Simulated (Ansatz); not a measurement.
Reactions of C₄H₅I, SMILES `C=CC(=C)I`.

Isolated molecules relaxed with PBE0-D4/def2-TZVP in Ansatz; ΔE leaves out vibrations. CBS: MP2 limit from def2 TZ/QZ plus the TZ coupled-cluster correction, frozen cores. This one scheme is used for every species. def2 core potentials past Kr. For I outer-core shells are correlated without core-valence functions, which leaves a few kJ/mol of doubt a bond. One conformer a species, not always the lowest.

Order these by ΔE at CCSD(T)/CBS, lowest first. (Best estimate.)
A. `C=CC(=C)I` + H₂ → `C=CC=C` + HI
B. `C=CC(=C)I` + H₂ → `C=CI` + `C=C`
C. `C=CC(=C)I` + H₂O → `C=CC(=C)O` + HI
D. `C=CC(=C)I` + `C=CCl` → `C=CC(=C)Cl` + `C=CI`
E. `C=CC(=C)I` + `O[Si](Cl)(Cl)Cl` → `C=CO[Si](Cl)(Cl)Cl` + `C=CI`

A (-57.2 kJ/mol), B (-20.8 kJ/mol), D (+0.3 kJ/mol), C (+20.9 kJ/mol), E (+66.6 kJ/mol).

Largest T1 diagnostic: 0.012, for `C=CC(=C)O`.
